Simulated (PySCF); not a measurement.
H2P (SMILES [PH2]), doublet, at a GFN2-xTB geometry. Base run: MP2/STO-3G (PySCF).

Here is a job for PySCF.
```python
from pyscf import gto, scf, mp

mol = gto.M(
    atom='''
P     0.00300800   -0.00080054    0.11434732
H    -0.02238001    1.00221204   -0.85063528
H    -0.02274002   -0.99020401   -0.86457453
''',
    basis='sto-3g',
    spin=1,
    verbose=4,
)

mf = scf.UHF(mol)
mf.kernel()

pt = mp.MP2(mf, frozen=5)
pt.kernel()
print('E(MP2) = %.10f' % pt.e_tot)
```

The base run was repeated with changes; each row names its change, and settings that it needs were set with it.

```json
[
 {"change": "base", "basis functions": "11", "E (Eh)": "-338.05640", "MP2 correlation (Eh)": "-0.02700", "SCF-reference HOMO (eV)": "-7.48", "SCF-reference dipole (D)": "0.45"},
 {"change": "basis = pcseg-0", "basis functions": "17", "E (Eh)": "-341.45501", "MP2 correlation (Eh)": "-0.04853", "SCF-reference HOMO (eV)": "-10.43", "SCF-reference dipole (D)": "1.40"},
 {"change": "basis = 6-31G", "basis functions": "17", "E (Eh)": "-341.85580", "MP2 correlation (Eh)": "-0.04625", "SCF-reference HOMO (eV)": "-10.28", "SCF-reference dipole (D)": "1.25"},
 {"change": "basis = 3-21G", "basis functions": "17", "E (Eh)": "(withheld)", "MP2 correlation (Eh)": "(withheld)", "SCF-reference HOMO (eV)": "(withheld)", "SCF-reference dipole (D)": "(withheld)"},
 {"change": "basis = pcseg-1", "basis functions": "28", "E (Eh)": "(withheld)", "MP2 correlation (Eh)": "(withheld)", "SCF-reference HOMO (eV)": "(withheld)", "SCF-reference dipole (D)": "(withheld)"},
 {"change": "basis = def2-SVP", "basis functions": "28", "E (Eh)": "-341.86874", "MP2 correlation (Eh)": "-0.10573", "SCF-reference HOMO (eV)": "-10.18", "SCF-reference dipole (D)": "0.83"},
 {"change": "basis = cc-pV(D+d)Z", "basis functions": "(withheld)", "E (Eh)": "(withheld)", "MP2 correlation (Eh)": "(withheld)", "SCF-reference HOMO (eV)": "(withheld)", "SCF-reference dipole (D)": "0.73"},
 {"change": "basis = aug-cc-pVDZ", "basis functions": "45", "E (Eh)": "-341.98622", "MP2 correlation (Eh)": "-0.11290", "SCF-reference HOMO (eV)": "-10.21", "SCF-reference dipole (D)": "0.73"},
 {"change": "basis = cc-pVTZ", "basis functions": "(withheld)", "E (Eh)": "(withheld)", "MP2 correlation (Eh)": "(withheld)", "SCF-reference HOMO (eV)": "-10.22", "SCF-reference dipole (D)": "(withheld)"},
 {"change": "basis = def2-TZVPP", "basis functions": "70", "E (Eh)": "-342.01963", "MP2 correlation (Eh)": "-0.13736", "SCF-reference HOMO (eV)": "-10.22", "SCF-reference dipole (D)": "0.68"},
 {"change": "basis = aug-cc-pVTZ", "basis functions": "96", "E (Eh)": "-342.02695", "MP2 correlation (Eh)": "-0.13980", "SCF-reference HOMO (eV)": "-10.24", "SCF-reference dipole (D)": "0.69"},
 {"change": "basis = cc-pVQZ", "basis functions": "119", "E (Eh)": "-342.03816", "MP2 correlation (Eh)": "-0.14713", "SCF-reference HOMO (eV)": "-10.24", "SCF-reference dipole (D)": "0.68"},
 {"change": "basis = def2-QZVP", "basis functions": "130", "E (Eh)": "-342.04025", "MP2 correlation (Eh)": "-0.14783", "SCF-reference HOMO (eV)": "-10.24", "SCF-reference dipole (D)": "0.68"}
]
```

Q: Complete the blanks.

A: 
- basis = 3-21G, E (Eh): -340.16650
- basis = 3-21G, MP2 correlation (Eh): -0.04847
- basis = 3-21G, SCF-reference HOMO (eV): -10.31
- basis = 3-21G, SCF-reference dipole (D): 1.16
- basis = pcseg-1, E (Eh): -341.94372
- basis = pcseg-1, MP2 correlation (Eh): -0.10022
- basis = pcseg-1, SCF-reference HOMO (eV): -10.20
- basis = pcseg-1, SCF-reference dipole (D): 0.85
- basis = cc-pV(D+d)Z, basis functions: 33
- basis = cc-pV(D+d)Z, E (Eh): -341.98291
- basis = cc-pV(D+d)Z, MP2 correlation (Eh): -0.10766
- basis = cc-pV(D+d)Z, SCF-reference HOMO (eV): -10.14
- basis = cc-pVTZ, basis functions: 62
- basis = cc-pVTZ, E (Eh): -342.02382
- basis = cc-pVTZ, MP2 correlation (Eh): -0.13725
- basis = cc-pVTZ, SCF-reference dipole (D): 0.70

Totals compare only among sets that treat the same electrons; sets with core potentials leave the core out.

Open shells are given as the SCF converged; they aren't shown to be the lowest states, and a large step between rows can be another state.
